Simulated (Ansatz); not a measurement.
Cartesian coordinates (Å):
```xyz
22

C      2.0565     0.1215     0.4785
N      0.9573    -0.5228    -0.2247
C      1.2028    -0.5451    -1.6573
C     -0.3876    -0.0426     0.1766
Si    -1.7957    -0.6862    -0.9591
Si    -0.8311    -0.8394     1.8672
Si    -0.6192     1.8778     0.2682
H      3.0022    -0.4157     0.2609
H      1.8931     0.0890     1.5730
H      2.2070     1.1952     0.1860
H      2.1920    -1.0069    -1.8534
H      1.2033     0.4712    -2.1318
H      0.4471    -1.1666    -2.1801
H     -3.0874    -0.4992    -0.2116
H     -1.6154    -2.1503    -1.2594
H     -1.8855     0.0736    -2.2569
H     -1.1570    -2.2970     1.6808
H      0.3102    -0.7242     2.8399
H     -2.0226    -0.1378     2.4643
H     -2.0900     2.1920     0.3215
H     -0.0329     2.5545    -0.9424
H      0.0293     2.4593     1.4974
```
Charge 0, spin multiplicity 1.

The numbers are results of Ansatz (a quantum-chemistry and plane-wave program) with frozen-core CCSD(T)/cc-pVDZ // PBE-D3(BJ)/def2-SVP, not measurements.

```json
{
 "HF energy": "-1043.53041 Ha",
 "MP2 correlation energy": "-0.93102 Ha"
}
```

### Question
Estimate the CCSD correlation energy, the (T) correction, the total energy and the T1 diagnostic.

### Answer

```json
{
 "CCSD correlation energy": "-1.04020 Ha",
 "(T) correction": "-0.03311 Ha",
 "CCSD(T) total energy": "-1044.60371 Ha",
 "T1 diagnostic": "0.012"
}
```
